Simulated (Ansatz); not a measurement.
# Nudged elastic band run: CH5BFN

The input (input.yaml):

```yaml
crystal:
  periodic: [false, false, false]
  atoms:
    - { symbol: B, position_ang: [-0.982021, 0.371584, -0.930316] }
    - { symbol: H, position_ang: [-1.229358, 0.439493, -2.096927] }
    - { symbol: "N", position_ang: [0.239832, -0.110526, -0.478072] }
    - { symbol: C, position_ang: [0.662026, -0.243029, 0.899679] }
    - { symbol: H, position_ang: [0.920127, -0.403812, -1.162744] }
    - { symbol: F, position_ang: [-1.909941, 0.771633, -0.046534] }
    - { symbol: H, position_ang: [1.546256, 0.365751, 1.109437] }
    - { symbol: H, position_ang: [-0.140921, 0.090993, 1.555159] }
    - { symbol: H, position_ang: [0.894101, -1.282088, 1.150318] }
basis:
  gaussian: { orbitals: def2-mTZVP }
hamiltonian:
  xc: pbe0
  dispersion: d4
neb:
  order_check: false
  images: 7
  f_tol: 0.03
  max_iterations: 60
  final_atoms:
    - { symbol: B, position_ang: [-1.31426955, 0.62714116, -0.04077315] }
    - { symbol: H, position_ang: [-0.15324519, -0.17527173, -3.15845011] }
    - { symbol: "N", position_ang: [-0.33209896, 0.20464286, 0.57430026] }
    - { symbol: C, position_ang: [0.77715905, -0.27307796, 1.29296601] }
    - { symbol: H, position_ang: [0.09625639, -0.22940831, -2.45822448] }
    - { symbol: F, position_ang: [-2.34492726, 1.07028563, -0.69851827] }
    - { symbol: H, position_ang: [1.64204979, 0.38649543, 1.17290753] }
    - { symbol: H, position_ang: [0.55803843, -0.33995857, 2.36343765] }
    - { symbol: H, position_ang: [1.07113832, -1.27084952, 0.95235455] }
  initial_path:
    images:
      - { positions_ang: [[-0.982021, 0.371584, -0.930316], [-1.229358, 0.439493, -2.096927], [0.239832, -0.110526, -0.478072], [0.662026, -0.243029, 0.899679], [0.920127, -0.403812, -1.162744], [-1.909941, 0.771633, -0.046534], [1.546256, 0.365751, 1.109437], [-0.140921, 0.090993, 1.555159], [0.894101, -1.282088, 1.150318]] }
      - { positions_ang: [[-0.97912451, 0.37991638, -0.87873064], [-1.08633438, 0.36888469, -2.11946512], [0.21989985, -0.11092762, -0.42116484], [0.68397642, -0.25469234, 0.93927679], [0.70886243, -0.33705638, -1.27116803], [-1.96354094, 0.82847951, -0.15321482], [1.55772069, 0.37395975, 1.12333147], [-0.09474782, 0.04058383, 1.63486102], [0.95338927, -1.28914883, 1.14627418]] }
      - { positions_ang: [[-0.97622802, 0.38824877, -0.82714529], [-0.94331076, 0.29827638, -2.14200324], [0.19996769, -0.11132923, -0.36425768], [0.70592684, -0.26635567, 0.97887458], [0.49759786, -0.27030076, -1.37959207], [-2.01714088, 0.88532602, -0.25989565], [1.56918538, 0.38216849, 1.13722595], [-0.04857464, -0.00982534, 1.71456304], [1.01267753, -1.29620966, 1.14223035]] }
      - { positions_ang: [[-0.97333152, 0.39658115, -0.77555993], [-0.80028715, 0.22766807, -2.16454136], [0.18003554, -0.11173085, -0.30735053], [0.72787726, -0.27801901, 1.01847237], [0.28633328, -0.20354514, -1.4880161], [-2.07074082, 0.94217253, -0.36657647], [1.58065007, 0.39037724, 1.15112042], [-0.00240147, -0.06023451, 1.79426506], [1.0719658, -1.30327049, 1.13818653]] }
      - { positions_ang: [[-0.97043503, 0.40491353, -0.72397457], [-0.65726353, 0.15705976, -2.18707948], [0.16010339, -0.11213246, -0.25044337], [0.74982768, -0.28968235, 1.05807016], [0.07506871, -0.13678951, -1.59644014], [-2.12434075, 0.99901904, -0.47325729], [1.59211476, 0.39858599, 1.1650149], [0.04377171, -0.11064368, 1.87396708], [1.13125407, -1.31033132, 1.1341427]] }
      - { positions_ang: [[-1.05639366, 0.46047044, -0.55317421], [-0.53125894, 0.07397689, -2.42992214], [0.0370528, -0.03293863, -0.04425746], [0.75666052, -0.28553125, 1.11679413], [0.08036563, -0.15994421, -1.81188622], [-2.17948738, 1.01683569, -0.52957254], [1.60459852, 0.39556335, 1.16698806], [0.17233839, -0.16797241, 1.99633472], [1.11622513, -1.30046087, 1.08869566]] }
      - { positions_ang: [[-1.14235229, 0.51602735, -0.38237386], [-0.40525436, -0.00910598, -2.67276479], [-0.08599779, 0.0462552, 0.16192844], [0.76349336, -0.28138015, 1.17551809], [0.08566255, -0.18309891, -2.02733231], [-2.23463401, 1.03465234, -0.58588778], [1.61708227, 0.39254071, 1.16896121], [0.30090507, -0.22530113, 2.11870237], [1.10119619, -1.29059042, 1.04324862]] }
      - { positions_ang: [[-1.22831092, 0.57158426, -0.2115735], [-0.27924978, -0.09218886, -2.91560745], [-0.20904837, 0.12544903, 0.36811435], [0.7703262, -0.27722905, 1.23424205], [0.09095947, -0.20625361, -2.24277839], [-2.28978063, 1.05246898, -0.64220303], [1.62956603, 0.38951807, 1.17093437], [0.42947175, -0.28262985, 2.24107001], [1.08616725, -1.28071997, 0.99780159]] }
      - { positions_ang: [[-1.31426955, 0.62714116, -0.04077315], [-0.15324519, -0.17527173, -3.15845011], [-0.33209896, 0.20464286, 0.57430026], [0.77715905, -0.27307796, 1.29296601], [0.09625639, -0.22940831, -2.45822448], [-2.34492726, 1.07028563, -0.69851827], [1.64204979, 0.38649543, 1.17290753], [0.55803843, -0.33995857, 2.36343765], [1.07113832, -1.27084952, 0.95235455]] }
```

Launched with:

```bash
$ ansatz run input.yaml --threads 2 --pin off --max-ram 3072MiB --backend cpu --events-out ev --progress --plain --runs-dir out
```

Output, in part (warnings, iteration lines, the closing report on the highest movable image, with atoms numbered from 0):

```
NEB end point (image 0): max|allowed force component| = 7.475e-3 eV/Å (the criterion of neb.relax_end_points is 1.000e-2)
NEB end point (image 8): max|allowed force component| = 2.260e-2 eV/Å (the criterion of neb.relax_end_points is 1.000e-2)
NEB iter   1: max|band force component| = 6.283e0 eV/Å  barrier→ = 3.8096 eV  barrier← = 1.5607 eV  Δτ_max = 0.2000 Å  (222 SCF iters)
NEB iter   2: max|band force component| = 2.011e0 eV/Å  barrier→ = 3.8400 eV  barrier← = 1.5912 eV  Δτ_max = 0.1969 Å  (195 SCF iters)
NEB iter   3: max|band force component| = 3.019e0 eV/Å  barrier→ = 3.9043 eV  barrier← = 1.6555 eV  Δτ_max = 0.1012 Å  (197 SCF iters)
NEB iter   4: max|band force component| = 9.496e-1 eV/Å  barrier→ = 3.6082 eV  barrier← = 1.3593 eV  Δτ_max = 0.0780 Å  (188 SCF iters)
NEB iter   5: max|band force component| = 8.772e-1 eV/Å  barrier→ = 3.4822 eV  barrier← = 1.2334 eV  CI = image 4  Δτ_max = 0.1957 Å  (188 SCF iters)
NEB iter   6: max|band force component| = 1.051e0 eV/Å  barrier→ = 3.6322 eV  barrier← = 1.3833 eV  CI = image 4  Δτ_max = 0.0993 Å  (193 SCF iters)
NEB iter   7: max|band force component| = 2.816e-1 eV/Å  barrier→ = 3.6477 eV  barrier← = 1.3988 eV  CI = image 4  Δτ_max = 0.0303 Å  (185 SCF iters)
NEB iter   8: max|band force component| = 2.118e-1 eV/Å  barrier→ = 3.6465 eV  barrier← = 1.3976 eV  CI = image 4  Δτ_max = 0.0305 Å  (183 SCF iters)
NEB iter   9: max|band force component| = 1.843e-1 eV/Å  barrier→ = 3.6416 eV  barrier← = 1.3927 eV  CI = image 4  Δτ_max = 0.0351 Å  (183 SCF iters)
NEB iter  10: max|band force component| = 8.948e-2 eV/Å  barrier→ = 3.6398 eV  barrier← = 1.3909 eV  CI = image 4  Δτ_max = 0.0282 Å  (189 SCF iters)
NEB iter  11: max|band force component| = 4.944e-2 eV/Å  barrier→ = 3.6395 eV  barrier← = 1.3906 eV  CI = image 4  Δτ_max = 0.0136 Å  (171 SCF iters)
NEB iter  12: max|band force component| = 3.177e-2 eV/Å  barrier→ = 3.6392 eV  barrier← = 1.3903 eV  CI = image 4  Δτ_max = 0.0221 Å  (185 SCF iters)
NEB iter  13: max|band force component| = 1.048e-1 eV/Å  barrier→ = 3.6389 eV  barrier← = 1.3900 eV  CI = image 4  Δτ_max = 0.0111 Å  (184 SCF iters)
NEB iter  14: max|band force component| = 6.220e-2 eV/Å  barrier→ = 3.6387 eV  barrier← = 1.3898 eV  CI = image 4  Δτ_max = 0.0111 Å  (176 SCF iters)
NEB iter  15: max|band force component| = 2.726e-2 eV/Å  barrier→ = 3.6385 eV  barrier← = 1.3897 eV  CI = image 4  Δτ_max = 0.0000 Å  (354 SCF iters)
Total energy: -5996.15532907 eV, -220.3546440031 hartree
Atom 0 at    -0.928223     0.370054    -0.734090 Å, force     0.023041    -0.023582    -0.010458 eV/Å
Atom 1 at    -0.741807     0.236698    -2.169943 Å, force     0.000590     0.002137     0.002413 eV/Å
Atom 2 at     0.182840    -0.088910    -0.200893 Å, force    -0.012573     0.014783     0.020554 eV/Å
Atom 3 at     0.772539    -0.291504     1.086842 Å, force    -0.000956     0.000156    -0.024528 eV/Å
Atom 4 at     0.002936    -0.063413    -1.694315 Å, force    -0.003233     0.003080     0.002001 eV/Å
Atom 5 at    -2.136030     0.893020    -0.599491 Å, force    -0.007726     0.005111     0.001497 eV/Å
Atom 6 at     1.665723     0.329984     1.198834 Å, force     0.004695    -0.000932     0.000801 eV/Å
Atom 7 at     0.092384    -0.054161     1.911777 Å, force    -0.002481     0.002997     0.006637 eV/Å
Atom 8 at     1.089741    -1.331769     1.201279 Å, force    -0.001357    -0.003749     0.001083 eV/Å
Dipole moment:     0.150485    -0.064803    -0.092741 e Å
```

The run converged. Neighbouring images differ by up to 1.7 eV, so the band resolves the path poorly. A vibrational analysis at the climbing image gives one clearly imaginary mode, 1334i cm⁻¹: a first-order saddle point. The orbitals stay closed-shell, which can raise the energy where a bond breaks towards radicals; this wasn't checked here.

Final band (atoms are numbered from 1 in the order of the input):

| image | path coordinate (Å) | energy (kcal/mol) | B1–H2 (Å) | N3–H5 (Å) | H2–H5 (Å) |
| --- | --- | --- | --- | --- | --- |
| 0 | 0.00 | 0.0 | 1.19 | 1.01 | 2.49 |
| 1 | 0.44 | 2.4 | 1.20 | 1.01 | 2.26 |
| 2 | 0.88 | 14.4 | 1.21 | 1.02 | 1.83 |
| 3 | 1.32 | 53.6 | 1.29 | 1.15 | 1.35 |
| 4 | 1.76 | 83.9 | 1.45 | 1.50 | 0.93 |
| 5 | 2.37 | 67.6 | 2.00 | 2.01 | 0.76 |
| 6 | 2.98 | 55.8 | 2.47 | 2.48 | 0.75 |
| 7 | 3.60 | 52.2 | 2.95 | 2.99 | 0.75 |
| 8 | 4.21 | 51.9 | 3.42 | 3.09 | 0.75 |

Time of the run: 3 min on 2 threads of Arm Neoverse V1, on a shared host, peak memory 0.17 GiB.
